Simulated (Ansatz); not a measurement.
`C[Si](C)([SeH])[SeH]` + H–F → `C[Si](C)(F)[SeH]` + H₂Se  (ligand exchange at the Si–Se bond)

Calculated with Ansatz (gas phase, PBE0-D4/def2-TZVP geometries, no zero-point term in ΔE). CCSD(T)/CBS adds triple-zeta CCSD(T) − MP2 to the extrapolated MP2 energy (def2 sets, frozen cores). This one scheme is used for every species. Functionals use def2-TZVPP. B3LYP here is the variant with VWN-RPA as its local correlation; programs differ in this. For Se outer-core shells are correlated without core-valence functions, which leaves a few kJ/mol of doubt a bond. Scalar relativity is left out up to krypton. One conformer a species, not always the lowest.

`C[Si](C)([SeH])[SeH]`:

Cartesian coordinates in Å:
```
C -0.566 1.626 0.316
Si -0.094 -0.166 0.113
C 1.257 -0.404 -1.150
Se 0.756 -1.053 2.044
Se -2.036 -1.210 -0.502
H -0.962 2.027 -0.620
H 0.311 2.211 0.603
H -1.325 1.746 1.092
H 1.484 -1.463 -1.287
H 0.942 0.006 -2.112
H 2.171 0.108 -0.835
H -0.504 -0.879 2.776
H -1.433 -2.547 -0.438
```

H–F:

Cartesian coordinates in Å:
```
F 0.332 0.202 -0.245
H -0.332 -0.202 0.245
```

`C[Si](C)(F)[SeH]`:

Cartesian coordinates in Å:
```
C 0.390 -1.578 0.206
Si -0.598 -0.013 0.098
C 0.127 1.211 -1.091
F -2.080 -0.382 -0.394
Se -0.954 0.913 2.159
H 1.391 -1.375 0.596
H 0.496 -2.034 -0.783
H -0.095 -2.294 0.871
H 0.232 0.766 -2.084
H -0.508 2.095 -1.168
H 1.117 1.532 -0.756
H 0.483 1.159 2.345
```

H₂Se:

Z-matrix (Å, degrees):
```
Se
H 1 1.467
H 1 1.467 2 91.2
```

```tsv
level	ΔE (kcal/mol)	difference from CCSD(T)/CBS
PBE-D4	-14.6	1.2
r2SCAN-D4	-18.2	-2.4
PBE0-D4	-14.7	1.1
B3LYP-D4	-18.1	-2.3
ωB97X-V	-18.7	-2.9
ωB97M-V	-18.5	-2.7
B2PLYP	-19.5	-3.7
PBE	-16.6	-0.8
r2SCAN	-18.7	-2.9
PBE0	-16.6	-0.8
B3LYP	-21.5	-5.7
HF/def2-TZVPP	-24.0	-8.2
MP2/def2-TZVPP	-14.5	1.3
SCS-MP2/def2-TZVPP	-17.1	-1.3
CCSD/def2-TZVPP	-18.3	-2.5
CCSD(T)/def2-TZVPP	-17.1	-1.3
HF/def2-QZVPP	-24.5	-8.7
MP2/def2-QZVPP	-13.9	1.9
SCS-MP2/def2-QZVPP	-16.6	-0.8
HF/CBS(def2)	-24.6	-8.8
MP2/CBS(def2)	-13.2	2.6
CCSD/CBS(def2)	-17.0	-1.2
CCSD(T)/CBS	-15.8	0
```

Largest T1 diagnostic among the species: 0.010.

In def2-TZVPP, CCSD(T) changes the Hartree–Fock value by +6.9 kcal/mol (the triples alone add +1.2 kcal/mol) and MP2 by +9.5 kcal/mol. The D4 term adds +3.4 kcal/mol with B3LYP and +1.9 kcal/mol with PBE0; it sums over pairs of atoms, weighted by their polarisabilities, and B3LYP, whose exchange is more repulsive, gets the larger term.
